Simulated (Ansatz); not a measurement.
```xyz
13

C     0.615   -0.531    1.427
S     0.652   -0.549   -0.363
C     0.867    1.192   -0.726
B    -1.451   -0.749   -0.769
F    -1.499   -0.570   -2.109
F    -1.708   -1.998   -0.316
F    -2.000    0.255   -0.033
H     0.374   -1.545    1.746
H    -0.159    0.153    1.774
H     1.593   -0.248    1.816
H     0.790    1.299   -1.807
H     0.077    1.769   -0.246
H     1.851    1.522   -0.394
```

The species carries charge 0 and has multiplicity 1.

(1) List the CAM-B3LYP/def2-TZVPP orbital energies in eV (Ansatz 0.2.0). (An estimate is asked.)

Results:

(1) Computed: Occupied: -2421.30, -673.01, -672.92, -672.92, -280.21, -280.21, -219.31, -188.67, -163.89, -163.81, -163.68, -35.19, -34.06, -34.04, -25.54, -22.42, -19.71, -17.32, -16.02, -16.02, -15.89, -15.02, -14.49, -14.30, -13.99, -13.39, -13.37, -12.87, -12.86, -12.67, -12.18, -11.37, -9.59. Lowest empty: 1.24, 1.52, 2.07, 2.85, 3.04, 3.35, 3.43, 3.80.
